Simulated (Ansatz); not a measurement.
Isolated molecules relaxed with PBE0-D4/def2-TZVP in Ansatz; ΔE leaves out vibrations. CCSD(T)/CBS is the MP2 limit (def2-TZVPP, def2-QZVPP) plus CCSD(T) − MP2 in def2-TZVPP, frozen cores. This one scheme is used for every species. Functionals use def2-TZVPP. B3LYP here is the variant with VWN-RPA as its local correlation; programs differ in this. Open shells (•) are unrestricted, without spin–orbit coupling. One conformer a species, not always the lowest.

Reaction (hydrogen abstraction from the Si–H bond): `[SiH3]O[SiH2][SiH3]` + `[CH3]`• → `[SiH3]O[SiH][SiH3]`• + CH₄

(1) Is it downhill or uphill in electronic energy at CCSD(T)/CBS, and by how much? (Estimate.)

(2) What do these levels give: B3LYP-D4, BLYP, r2SCAN0, CCSD/def2-SVP, SCS-MP2/def2-QZVPP, HF/CBS(def2)? (Estimate.)

Largest T1 diagnostic among the species: 0.015.

Results:

(1) Computed: Downhill: ΔE = -0.77 eV.

(2) The calculation gave: B3LYP-D4 -0.83, BLYP -0.90, r2SCAN0 -0.76, CCSD/def2-SVP -0.77, SCS-MP2/def2-QZVPP -0.77, HF/CBS(def2) -0.44 eV.

From BLYP to BHLYP (50 % exact exchange), in def2-TZVPP and without D4, ΔE moves by +0.20 eV. Leaving LDA and LC-ωPBE aside and taking each functional with its dispersion term where it has one, the values, not all of them listed here, spread over 0.28 eV, from PBE-D4 to BHLYP-D4. LDA lies −0.16 eV from PBE without D4. In def2-TZVPP, CCSD(T) changes the Hartree–Fock value by −0.33 eV (the triples alone add −0.04 eV) and MP2 by −0.39 eV.
